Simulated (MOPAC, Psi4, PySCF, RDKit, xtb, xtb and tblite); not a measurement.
Two geometries of SMILES N#CCB(O)O, relaxed at GFN2-xTB with one dihedral held; other torsions can differ between them too.

Structure A

```
10

N     -1.6222    -1.7402    -1.4120
C     -1.3169    -0.9604    -0.6318
C     -0.8991     0.0107     0.3380
B      0.7037     0.1893     0.2519
O      1.2146     1.0264    -0.6883
O      1.4224    -0.3599     1.2466
H     -1.4026     0.9519     0.1129
H     -1.2053    -0.3339     1.3260
H      1.9158     0.7545    -1.2733
H      2.3719    -0.2288     1.2426
```

Structure B

```
10

N      2.0845     0.0776    -1.7500
C      1.5313    -0.1637    -0.7770
C      0.7819    -0.4358     0.4130
B     -0.6967     0.2226     0.3119
O     -1.5045     0.0382    -0.7714
O     -1.0676     1.0236     1.3184
H      1.3209    -0.0398     1.2740
H      0.7019    -1.5195     0.5246
H     -1.1913     0.2751    -1.6390
H     -1.9418     1.4113     1.2482
```

### Question
Which is lower in energy at the level DF-MP2 (frozen core)/cc-pVTZ // GFN2-xTB run with Psi4 1.11, and by how much?

### Answer
B is lower, by 2.06 kcal/mol (dihedral O6–B4–O5–H9: 60° in A, 120° in B).

E(B) − E(A) in kcal/mol at the other levels, on the same two geometries: GFN2-xTB (xtb and tblite) -0.88; PBE/def2-TZVP // GFN2-xTB (Psi4) -2.04; PBE-D3(BJ)/def2-TZVP // GFN2-xTB (Psi4) -2.14; HF/cc-pVTZ // GFN2-xTB (Psi4) -2.12; UFF // GFN2-xTB (RDKit) -2.93; PM3, restricted, heats of formation // GFN2-xTB (MOPAC) 1.45; PM6, restricted, heats of formation // GFN2-xTB (MOPAC) -0.92; GFN1-xTB // GFN2-xTB (xtb) -0.06; restricted B3LYP/6-31G*, spherical d, density fitting // GFN2-xTB (PySCF) -2.37; restricted B3LYP/6-311+G**, spherical d, density fitting // GFN2-xTB (PySCF) -2.17; restricted M06-2X/6-31G*, spherical d, density fitting // GFN2-xTB (PySCF) -2.71; restricted Hartree-Fock/6-31G*, spherical d, density fitting // GFN2-xTB (PySCF) -2.54.
